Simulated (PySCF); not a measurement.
SMILES [I][Pb][I], CAM-B3LYP/def2-SVP optimised geometry. Atoms within 1.6 Å of the plane z = 0.0 Å (x, y, z in Å): Pb1 (-1.11, -1.38, 0.00), I2 (1.72, -1.38, 0.00), I3 (-1.72, 1.38, 0.00).

Computed with CAM-B3LYP/def2-TZVP, def2 effective core potentials past Kr in PySCF. The core electrons that the potentials of I, Pb replace are not part of the density. Cells within 0.4 Å of a nucleus heavier than hydrogen are left out (blank, or x).

Map of the Laplacian of the electron density (e/bohr⁵), clipped to [-1.50, 1.50] on the plane z = 0.0 Å:

```
|5555555555555555555555555555555|
|5555555555555555555555555555555|
|5555555555555555555555555555555|
|5555555555555555555555555555555|
|5555555555555555555555555555555|
|5555555555555555555555555555555|
|5555555555555555555555555555555|
|5555555799755555555555555555555|
|5555557999995555555555555555555|
|55555599xx895555555555555555555|
|55555590xxx96555555555555555555|
|55555599xx995555555555555555555|
|5555556999975555555555555555555|
|5555555577555555555555555555555|
|5555555555555555555555555555555|
|5555555555555555555555555555555|
|5555555555555555555555555555555|
|5555555557998655555557755555555|
|5555555579999965555799996555555|
|5555555699xx098555599xx99555555|
|5555555690xxx9955569xxx09555555|
|5555555690xxx99555597xx99555555|
|5555555589009975555999998555555|
|5555555568999755555579975555555|
|5555555555666555555555555555555|
|5555555555555555555555555555555|
|5555555555555555555555555555555|
|5555555555555555555555555555555|
|5555555555555555555555555555555|
|5555555555555555555555555555555|
|5555555555555555555555555555555|
```
Scale: ten equal steps from -1.50 (start of '0') to 1.50 (end of '9'), in the order '0123456789'; x runs from -4.00 to 4.00, y from -4.00 (bottom) to 4.00 (top).
